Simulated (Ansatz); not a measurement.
Job for Ansatz (an electronic-structure program): R-r2SCAN/def2-TZVPP on H4OSi (SMILES O[SiH3]), a point of a torsion scan.

Ansatz 0.2 input:
```yaml
crystal:
  periodic: [false, false, false]
  atoms:
    - {symbol: O, position_ang: [1.09649395, -0.48318019, -0.25851625]}
    - {symbol: Si, position_ang: [-0.42456901, 0.01718419, 0.02592035]}
    - {symbol: H, position_ang: [1.86130579, 0.03362508, -0.02721390]}
    - {symbol: H, position_ang: [-0.44827834, 1.46987458, 0.20834053]}
    - {symbol: H, position_ang: [-0.90955777, -0.62811744, 1.24559396]}
    - {symbol: H, position_ang: [-1.16737984, -0.40808664, -1.15181800]}
basis:
  gaussian:
    orbitals: def2-TZVPP
hamiltonian:
  xc: {name: r2SCAN}
scf: {lower_state_search: off}
```

Program output:

```
WARN ansatz: RAYON_NUM_THREADS=1 ignored (pool sized by the plan → 1); use --threads N
Functional definition: r2SCAN
these checks for a lower state are left out or cut short: stability, starts, cluster_reference, orbital_swaps, neighbouring_geometries, increment
integrals: 0.04 GiB planned
675 factors; their error is unknown
mean field: 0.34 GiB planned
mean field evaluation 1: about -9985.0645 eV, gradient 5.6e1 eV
mean field evaluation 2: about -9969.2022 eV, gradient 1.1e2 eV
mean field evaluation 4: about -9990.0813 eV, gradient 2.3e0 eV
mean field evaluation 8: about -9990.0760 eV, gradient 2.6e-2 eV
mean field evaluation 16: about -9990.0760 eV, gradient 1.6e-6 eV
mean field -9990.07600495 eV, -367.1285216651 hartree, gradient 1.6e-6 eV, S^2 0.000000; 0 other end points of the search recorded, 0 dependent functions left out
reference -9990.07601535 eV, -367.1285220474 hartree; 13, 13 occupied and 116, 116 virtual orbitals, 675 factors
Total energy: -9990.07601535 eV, -367.1285220474 hartree
Checks for a lower state left out: stability, starts, cluster_reference, orbital_swaps, neighbouring_geometries, increment
```

The run converged.

Cost: roughly 1.2 core-seconds.
